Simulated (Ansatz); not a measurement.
The cluster Li2F2⁺. Total charge 1; doublet. Geometry PBE0-D4/def2-TZVP, basis def2-TZVP, Ansatz.

```xyz
4

Li   -1.509   -0.426    0.026
Li    1.509    0.426   -0.026
F    -0.201    0.747    0.577
F     0.201   -0.747   -0.577
```

```
run  HOMO (eV)  LUMO (eV)
  A     -18.84      -8.55
  B     -17.93      -9.73
  C     -16.27     -10.75
  D     -13.98     -12.11
  E     -14.54     -11.86
  F     -19.22      -8.56
```

LC-ωPBE has ω = 0.4 bohr⁻¹. In the doublet, F3 and F4 lie 1.93 Å apart (atoms count from 1), so these atoms are partly bonded to each other. The structure comes from a short search, and lower isomers may exist.

HOMO and LUMO are taken over both spins.

**Question.** The runs used CAM-B3LYP, LC-ωPBE, PBE0, r2SCAN, revPBE, ωB97M-V. Estimate which is which.

**Answer.** A ωB97M-V (range-separated); B CAM-B3LYP (range-separated); C PBE0 (25 % exact exchange); D revPBE (0 % exact exchange); E r2SCAN (0 % exact exchange); F LC-ωPBE (range-separated). Exact exchange lowers occupied and raises empty levels; among semilocal functionals meta-GGAs tend to open the gap a little, and such runs are hard to tell apart. The gap grows from 1.87 eV (revPBE) to 10.66 eV (LC-ωPBE).
